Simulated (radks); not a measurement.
The tellurium ion Te3+, 49 electrons, occupied as [Kr] 4d10 5s2 5p1.

All-electron calculation, scalar-relativistic Kohn-Sham, r2SCAN, spin-polarised, spherical densities, finite nucleus; open shells are filled with parallel spins first (spin-orbit coupling, left out, can overturn this in heavy ions); meta-GGA in the generalised Kohn-Sham scheme; Fermi nuclear charge, rms radius 4.7423 fm. Program: a radial shooting solver on a logarithmic mesh with Libxc functionals.

Energy parts (Ry):
part                        energy
total                 -13586.35814
kinetic                14235.31039
electron-nucleus      -32753.31385
Hartree                 5282.04795
exchange-correlation    -350.40263

Orbitals (lengths in bohr, moments of r in powers of bohr):
orbital  occ.  eigenvalue (Ry)      <r^4>
1s up       1        -2331.092  2.877e-06
1s down     1        -2331.088  2.877e-06
2s up       1        -360.6326  0.0004929
2s down     1        -360.6322  0.0004929
2p up       3        -323.7488  0.0003563
2p down     3        -323.7461  0.0003563
3s up       1        -74.08540    0.02125
3s down     1        -74.08318    0.02125
3p up       3        -62.01380    0.02244
3p down     3        -62.01074    0.02244
3d up       5        -43.79288    0.01996
3d down     5        -43.78972    0.01996
4s up       1        -14.66394     0.6464
4s down     1        -14.65644     0.6466
4p up       3        -10.90362     0.9027
4p down     3        -10.89700     0.9001
4d up       5         -5.39950      2.069
4d down     5         -5.38788      2.016
5s up       1         -3.21080      25.60
5s down     1         -3.10311      24.81
5p up       1         -2.36943      44.67
5p down     0         -2.24227      41.18

The highest occupied level is 5p up at -32.238 eV. The electron density at the nucleus is 2.349e+05 e/bohr^3 (large components only). The density falls to 0.001 e/bohr^3 at r = 3.60 bohr. For comparison, the ionisation energy in NIST's Atomic Spectra Database is 37.416 eV (measured). In exact Kohn-Sham theory the highest level is minus the ionisation energy, but local and semilocal functionals leave it too shallow, through self-interaction and a potential that decays too fast; potentials with the right tail come closer. Spin moment in Bohr magnetons: 1.
